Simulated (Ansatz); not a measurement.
Level of theory: B3LYP-D3(BJ)/def2-TZVP run with Ansatz (a first-principles code). No frequencies were computed at this level.

Ansatz 0.2 input:
```yaml
crystal:
  periodic: [false, false, false]
  atoms:
    - { symbol: O, position_ang: [2.170628, 0.055097, -0.217526] }
    - { symbol: Si, position_ang: [0.765788, -0.091794, 0.590874] }
    - { symbol: C, position_ang: [-0.806658, 0.774104, 0.04055] }
    - { symbol: C, position_ang: [-0.792445, -0.758602, -0.216433] }
    - { symbol: H, position_ang: [2.193734, 0.211409, -1.157981] }
    - { symbol: H, position_ang: [1.161778, -0.314884, 1.956712] }
    - { symbol: H, position_ang: [-0.82916, 1.395331, -0.84603] }
    - { symbol: H, position_ang: [-1.540289, 1.110244, 0.759115] }
    - { symbol: H, position_ang: [-0.804165, -1.056406, -1.257615] }
    - { symbol: H, position_ang: [-1.519212, -1.324498, 0.348332] }
basis:
  gaussian: { orbitals: def2-tzvp }
hamiltonian:
  xc: b3lyp
  dispersion: d3bj
relax:
  max_steps: 150
```

Output:

```
Functional definition: B3LYP
1036 factors; their error is unknown
mean field evaluation 1: about -12084.9369 eV, gradient 8.4e1 eV
mean field evaluation 2: about -12064.6185 eV, gradient 1.2e2 eV
mean field evaluation 4: about -12099.1867 eV, gradient 2.9e0 eV
mean field evaluation 8: about -12099.2055 eV, gradient 3.3e-1 eV
mean field evaluation 16: about -12099.2207 eV, gradient 3.2e-4 eV
mean field -12099.22067565 eV, -444.6381586837 hartree, gradient 1.2e-5 eV, S^2 0.000000; 0 other end points of the search recorded, 0 dependent functions left out
reference -12099.22093417 eV, -444.6381681843 hartree; 20, 20 occupied and 146, 146 virtual orbitals, 1036 factors
relax step   1: F+E_penalty+E_count = -12099.54600617 eV  Δ(F+E_penalty+E_count) = +0.000e0 eV  max|allowed force component| = 1.548e0 eV/Å  Δτ_max = 0.0000 Å  (30 SCF iters, accepted)
these checks for a lower state are left out or cut short: starts, cluster_reference, orbital_swaps, neighbouring_geometries, increment
1036 factors; their error is unknown
mean field -12099.27721703 eV, -444.6402365413 hartree, gradient 1.5e-5 eV, S^2 0.000000; 0 other end points of the search recorded, 0 dependent functions left out
reference -12099.27747447 eV, -444.6402460019 hartree; 20, 20 occupied and 146, 146 virtual orbitals, 1036 factors
relax step   2: F+E_penalty+E_count = -12099.60337953 eV  Δ(F+E_penalty+E_count) = -5.737e-2 eV  max|allowed force component| = 8.253e-1 eV/Å  Δτ_max = 0.0615 Å  (31 SCF iters, accepted)
these checks for a lower state are left out or cut short: starts, cluster_reference, orbital_swaps, neighbouring_geometries, increment
1036 factors; their error is unknown
mean field evaluation 32: about -12099.2937 eV, gradient 1.4e-5 eV
mean field -12099.29366885 eV, -444.6408411345 hartree, gradient 1.4e-5 eV, S^2 0.000000; 0 other end points of the search recorded, 0 dependent functions left out
reference -12099.29392517 eV, -444.6408505539 hartree; 20, 20 occupied and 146, 146 virtual orbitals, 1036 factors
relax step   3: F+E_penalty+E_count = -12099.62078920 eV  Δ(F+E_penalty+E_count) = -1.741e-2 eV  max|allowed force component| = 1.839e-1 eV/Å  Δτ_max = 0.0431 Å  (31 SCF iters, accepted)
these checks for a lower state are left out or cut short: starts, cluster_reference, orbital_swaps, neighbouring_geometries, increment
1036 factors; their error is unknown
mean field -12099.29518233 eV, -444.6408967536 hartree, gradient 1.4e-5 eV, S^2 0.000000; 0 other end points of the search recorded, 0 dependent functions left out
reference -12099.29543796 eV, -444.6409061482 hartree; 20, 20 occupied and 146, 146 virtual orbitals, 1036 factors
relax step   4: F+E_penalty+E_count = -12099.62236168 eV  Δ(F+E_penalty+E_count) = -1.572e-3 eV  max|allowed force component| = 2.051e-1 eV/Å  Δτ_max = 0.0208 Å  (32 SCF iters, accepted)
these checks for a lower state are left out or cut short: starts, cluster_reference, orbital_swaps, neighbouring_geometries, increment
1036 factors; their error is unknown
mean field -12099.29680249 eV, -444.6409562936 hartree, gradient 1.4e-5 eV, S^2 0.000000; 0 other end points of the search recorded, 0 dependent functions left out
reference -12099.29705812 eV, -444.6409656877 hartree; 20, 20 occupied and 146, 146 virtual orbitals, 1036 factors
relax step   5: F+E_penalty+E_count = -12099.62394352 eV  Δ(F+E_penalty+E_count) = -1.582e-3 eV  max|allowed force component| = 2.550e-2 eV/Å  Δτ_max = 0.0118 Å  (32 SCF iters, accepted)
these checks for a lower state are left out or cut short: starts, cluster_reference, orbital_swaps, neighbouring_geometries, increment
1036 factors; their error is unknown
mean field -12099.29684648 eV, -444.6409579102 hartree, gradient 1.4e-5 eV, S^2 0.000000; 0 other end points of the search recorded, 0 dependent functions left out
reference -12099.29710210 eV, -444.6409673042 hartree; 20, 20 occupied and 146, 146 virtual orbitals, 1036 factors
relax step   6: F+E_penalty+E_count = -12099.62396931 eV  Δ(F+E_penalty+E_count) = -2.579e-5 eV  max|allowed force component| = 5.471e-3 eV/Å  Δτ_max = 0.0027 Å  (32 SCF iters, accepted)
1036 factors; their error is unknown
mean field evaluation 64: about -12099.1630 eV, gradient 7.1e0 eV
mean field -12099.29684648 eV, -444.6409579102 hartree, gradient 1.4e-5 eV, S^2 0.000000; 1 other end points of the search recorded, 0 dependent functions left out
reference -12099.29710210 eV, -444.6409673042 hartree; 20, 20 occupied and 146, 146 virtual orbitals, 1036 factors
Total energy: -12099.62422494 eV, -444.6529888465 hartree
Atom 0 at     2.176460     0.059189    -0.237041 Å, force     0.002010     0.000030    -0.000130 eV/Å
Atom 1 at     0.740842    -0.086038     0.554354 Å, force    -0.005471    -0.000777     0.004349 eV/Å
Atom 2 at    -0.787697     0.789320     0.051774 Å, force    -0.001637    -0.002459    -0.002297 eV/Å
Atom 3 at    -0.773504    -0.776660    -0.210543 Å, force    -0.001966     0.003036    -0.000950 eV/Å
Atom 4 at     2.168250     0.217051    -1.184198 Å, force    -0.001791     0.000039    -0.000008 eV/Å
Atom 5 at     1.051069    -0.319945     1.969525 Å, force     0.002013    -0.000131     0.000638 eV/Å
Atom 6 at    -0.808105     1.399222    -0.845865 Å, force     0.000144     0.001301    -0.000583 eV/Å
Atom 7 at    -1.502213     1.138441     0.789566 Å, force     0.003328     0.002432     0.000138 eV/Å
Atom 8 at    -0.785024    -1.060907    -1.258044 Å, force    -0.000512    -0.000590    -0.000890 eV/Å
Atom 9 at    -1.480077    -1.359671     0.370471 Å, force     0.003882    -0.002880    -0.000267 eV/Å
Dipole moment:    -0.092147     0.038655    -0.236934 e Å
```

Cost: around 40 core-seconds (rough).
